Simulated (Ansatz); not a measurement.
Species: sum formula InO2H2, charge 0, multiplicity 2. It need not be the lowest isomer of its formula. SMILES: [OH][In][OH]
Geometry from a B3LYP-D3(BJ)/def2-TZVP (Ansatz, a quantum-chemistry and plane-wave program) optimisation:
```
In
O 1 2.0258
H 2 0.9670 1 109.30
O 1 2.0355 2 113.16 3 0.00
H 4 0.9643 1 114.56 2 -180.00
```
Charge 0, spin multiplicity 2.

Quantity: vertical ionisation energy (to the singlet state of charge +1; each state is the SCF solution reached for its spin; for the singlet the Hartree-Fock reference is unstable and T1 is 0.023), in eV. Valence correlation only, unless marked. UHF or UKS for open shells. Spin-orbit coupling is left out. The frozen core is the preceding noble-gas configuration, with the filled d and f shells of earlier blocks. In def2 rows, elements after Kr have scalar-relativistic effective core potentials. CBS marks a two-point X^-3 extrapolation of the correlation energy; Hartree-Fock from the larger set. [CCSD(T)-MP2]/basis is that difference in the basis named.

```tsv
level	program	vertical ionisation energy (eV)
HF/def2-QZVPPD	Ansatz	8.69
PBE/def2-TZVPD	Ansatz	8.75
B3LYP/def2-TZVPD	Ansatz	9.01
BHLYP/def2-TZVPD	Ansatz	9.07
```

Question: Estimate the value at RI-MP2/CBS(def2-TZVPPD,def2-QZVPPD)+[CCSD(T)-MP2]/def2-TZVPPD as computed with Ansatz.

Answer: 8.62 eV, so BHLYP/def2-TZVPD differs from it by 0.45 eV.
